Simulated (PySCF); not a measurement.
**As²⁺: excitation energy**

As²⁺ [Ar] 3d10 4s2 4p1 (2P) → As²⁺ [Ar] 3d10 4s1 4p2 (4P), as a difference of total energies. All numbers are calculated (PySCF 2.14, a scalar-relativistic core potential, in aug-cc-pwCVTZ-PP with ECP10MDF). Correlated levels: valence: 3s2 3p6 3d10 frozen. The calculations carry no spin-orbit coupling.

```tsv
method	excitation energy (eV)
UHF	6.481
MP2 (valence)	7.370
SCS-MP2 (valence)	7.701
CCSD (valence)	7.642
CCSD(T) (valence)	7.661
```

How much does correlation contribute at CCSD(T) (valence)?

7.661 − (6.481) = 1.180 eV, measured against UHF.
